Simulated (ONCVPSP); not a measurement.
## Reading a pseudo-wave (Tl)

Columns: radius, all-electron u(r) and pseudo u(r) of the 5d shell (level -16.56 eV) of thallium in the configuration [Kr] 4d10 4f14 5s2 5p6 5d10 6s1.5 6p1.5; LDA (Perdew-Wang 92), scalar-relativistic, ONCV scheme, ONCVPSP 4.0.1.

```
r (bohr)  all-electron  pseudo
   0.070        0.2582  0.0012
   0.140        0.2321  0.0093
   0.210       -0.1293  0.0303
   0.280       -0.4054  0.0686
   0.350       -0.4659  0.1262
   0.420       -0.3536  0.2023
   0.490       -0.1489  0.2942
   0.560        0.0849  0.3971
   0.630        0.3088  0.5051
   0.700        0.5028  0.6113
   0.770        0.6590  0.7091
   0.840        0.7765  0.7934
   0.910        0.8590  0.8606
   0.980        0.9111  0.9085
   1.050        0.9382  0.9363
   1.120        0.9455  0.9448
   1.190        0.9375  0.9373
   1.260        0.9179  0.9178
   1.330        0.8901  0.8900
   1.400        0.8564  0.8563
   1.470        0.8188  0.8187
   1.540        0.7790  0.7789
   1.610        0.7380  0.7379
   1.680        0.6968  0.6967
   1.750        0.6561  0.6560
   1.820        0.6163  0.6162
```

Question: How many radial nodes do the two functions have?

Answer: The all-electron 5d function has n − l − 1 = 2; the pseudo-wave has 0, since the states of the same l below it are removed with the core.

Question: At about which radius was the pseudo-wave matched?

Answer: 1.25 bohr, where the columns begin to agree (steps of 0.07 bohr).

Question: Where does each function peak?

Answer: Outermost all-electron maximum near 1.12 bohr, pseudo maximum near 1.12 bohr (to the table’s step).

Question: Is the pseudo-wave norm-conserving?

Answer: Yes: the ONCV scheme keeps the norm inside the radius equal to the all-electron one, which fixes the energy derivative of the logarithmic derivative at the level.
